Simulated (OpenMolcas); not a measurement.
Ti2+ with its 6 nearest oxide ions at 2.298 Å, on the Ca site of CaO (a = 4.8105 Å, distance in the model lattice 2.405 Å). The rest of the host is ab initio model potentials to 7.6 Å, with orthogonalisation functions on the cations behind the ligands, and point charges beyond; the distance is set by hand and nothing relaxes. Ligand basis ANO-RCC-VDZP.

```yaml
Program: OpenMolcas
Method: CASSCF
Basis: ANO-RCC-VDZP [5s4p2d1f]
Scalar_Hamiltonian: DKH2, point nucleus
Active_space: 2 electrons in 5 orbitals (3d)
State_averaging: 2S+1 = 3 even, 10 roots; 2S+1 = 1 even, 15 roots
Spin-orbit_coupling: state interaction with AMFI integrals over the reference wave functions
```

(1) What is the spin-free ground state (labels of O, the rotations of Oh)?

(2) Where is the first state of the same spin?

(3) What are the lowest two levels with spin-orbit coupling?

(4) What is χT at 300 K, and how does it compare with the textbook value?

(5) Which ligand-field parameters describe the states?

Answers

(1) 3T1, 3-fold in its orbital part; it has the highest spin that d2 allows.

(2) 3T2 at 12400 cm-1 above the ground state.

(3) A 2-fold level E, then a 3-fold level T2 2.0 cm-1 above it. Their leading multiplicities are 3 (100 %) and 3 (100 %).

(4) The lowest level has 2S+1 = 3, for which the spin-only value is χT = S(S+1) / 2 = 1.000 cm3 K/mol (g = 2). The computed 1.100 at 300 K differs by +0.100, through orbital momentum, spin-orbit coupling and any other state in reach. With a threefold ground state the orbital momentum is unquenched, so the spin-only value is not expected to hold.

(5) A least-squares ligand-field fit to the states below 45000 cm-1, each weighted by its degeneracy and with a free common offset, gives 10Dq = 14311 cm-1, B = 808 cm-1 and C = 3027 cm-1 (C/B = 3.75), with an rms deviation of 254 cm-1. The same method and metal basis give the free ion B = 884 cm-1 (fit to its terms below 60000 cm-1, rms deviation 77 cm-1), so the nephelauxetic ratio is β = 808 / 884 = 0.91; it hangs on how both fits weigh the states, and computed free-ion B values tend to be too large, so β mixes covalency with correlation.

An orbital triplet at a regular site is open to Jahn-Teller coupling, which can distort the site and quench the lowest spin-orbit gaps and is left out. Without dynamic correlation the repulsion within the d shell is too large (B by tens of per cent), so at a given field states of lower spin stand too high. Ligand-to-metal charge-transfer states are missing. With no ligand orbital active B as a rule stays too high, so bands that hang on it stand too high and its fall with covalency is understated. With metal d orbitals alone and no dynamic correlation 10Dq can be off by a tenth to a fifth, either way, in oxide and fluoride hosts. No measured value stands beside these numbers; the geometry was set by hand and not optimised.
